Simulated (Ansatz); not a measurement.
`C[O][Zn][OH]` + H₂ → `C[O][ZnH]` + H₂O at 500 K and 1 bar (hydrogenolysis of a Zn–O bond).

Calculated with Ansatz (gas phase, PBE0-D4/def2-TZVP geometries, no zero-point term in ΔE). CCSD(T)/CBS adds triple-zeta CCSD(T) − MP2 to the extrapolated MP2 energy (def2 sets, frozen cores). This one scheme is used for every species. For Zn outer-core shells are correlated without core-valence functions, which leaves a few kJ/mol of doubt a bond. Scalar relativity is left out up to krypton. One conformer a species, not always the lowest.

| species | CCSD(T)/CBS energy (Eh) | H − E (kJ/mol) | S (J/(mol·K)) |
| --- | --- | --- | --- |
| `C[O][Zn][OH]` | -1969.20515 | 181.8 | 388.0 |
| H₂ | -1.17544 | 41.0 | 145.5 |
| `C[O][ZnH]` | -1893.99751 | 156.0 | 340.2 |
| H₂O | -76.37941 | 73.2 | 206.3 |

H − E and S are ideal-gas, rigid-rotor, harmonic terms from PBE0-D4/def2-TZVP, for one conformer and one mirror image of each species. The MP2-based limit puts H₂ 0.8 mEh under its directly extrapolated value; such offsets cancel only in part. 1 Eh = 2625.50 kJ/mol, R = 8.31446 J/(mol·K).

Problem. By hand: ΔE, ΔH, ΔS and ΔG.

Solution. ΔE = (-1893.99751) + (-76.37941) − (-1969.20515) − (-1.17544) = 0.00367 Eh = 9.6 kJ/mol. Δ(H − E) = 156.0 + 73.2 − 181.8 − 41.0 = 6.4, so ΔH = 16.0 kJ/mol. ΔS = 340.2 + 206.3 − 388.0 − 145.5 = 13.0 J/(mol·K). ΔG = 16.0 − 500 × (13.0)/1000 = 9.5 kJ/mol.

Problem. By hand: the equilibrium constant, and the temperature at which ΔG would vanish if ΔH and ΔS stayed fixed.

Solution. log₁₀ K = −ΔG/(RT ln 10) = -1.0. ΔG = 0 at ΔH/ΔS = 1231 K, though so small a ΔS makes that figure unsure.

TΔS isn't small against ΔH here. A doubt of 5 kJ/mol in ΔE shifts log₁₀ K by 0.5 here. Other conformers and mirror images would add mixing entropy, several J/(mol·K) or more a flexible species. These are equilibria of isolated gas molecules and say nothing of rates. Largest T1 diagnostic: 0.017 (customary marks: 0.02 for closed shells, 0.045 for open ones).
